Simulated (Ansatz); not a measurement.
Input file for Ansatz (a first-principles code): R-PBE/def2-TZVPP on B3H3O3 (SMILES B1OBOBO1).

Ansatz 0.2 input:
```yaml
crystal:
  periodic: [false, false, false]
  atoms:
    - {symbol: B, position_ang: [1.37967366, 0.00000000, 0.00000000]}
    - {symbol: H, position_ang: [2.56534676, 0.00000000, -0.00000000]}
    - {symbol: O, position_ang: [0.68557936, 1.18745862, 0.00000000]}
    - {symbol: B, position_ang: [-0.68983640, 1.19483163, 0.00000000]}
    - {symbol: H, position_ang: [-1.28267352, 2.22165484, -0.00000000]}
    - {symbol: O, position_ang: [-1.37115930, 0.00000000, -0.00000000]}
    - {symbol: B, position_ang: [-0.68983640, -1.19483163, -0.00000000]}
    - {symbol: H, position_ang: [-1.28267352, -2.22165484, 0.00000000]}
    - {symbol: O, position_ang: [0.68557936, -1.18745862, 0.00000000]}
basis:
  gaussian:
    orbitals: def2-TZVPP
hamiltonian:
  xc: {name: PBE}
scf: {lower_state_search: off}
```

Program output:

```
WARN ansatz: RAYON_NUM_THREADS=4 ignored (pool sized by the plan → 4); use --threads N
Functional definition: PBE
these checks for a lower state are left out or cut short: stability, starts, cluster_reference, orbital_swaps, neighbouring_geometries, increment
integrals: 0.13 GiB planned
1137 factors; their error is unknown
mean field: 1.09 GiB planned
mean field evaluation 1: about -8208.1828 eV, gradient 8.4e1 eV
mean field evaluation 2: about -8170.6014 eV, gradient 1.6e2 eV
mean field evaluation 4: about -8219.4272 eV, gradient 2.8e0 eV
mean field evaluation 8: about -8219.4483 eV, gradient 7.3e-2 eV
mean field evaluation 16: about -8219.4361 eV, gradient 1.3e-5 eV
mean field -8219.43608764 eV, -302.0587048868 hartree, gradient 4.7e-6 eV, S^2 0.000000; 0 other end points of the search recorded, 0 dependent functions left out
reference -8219.43613635 eV, -302.0587066768 hartree; 21, 21 occupied and 207, 207 virtual orbitals, 1137 factors
Total energy: -8219.43613635 eV, -302.0587066768 hartree
Checks for a lower state left out: stability, starts, cluster_reference, orbital_swaps, neighbouring_geometries, increment
```

The calculation finished and met its thresholds.

Cost: around 2.0 core-seconds (rough).
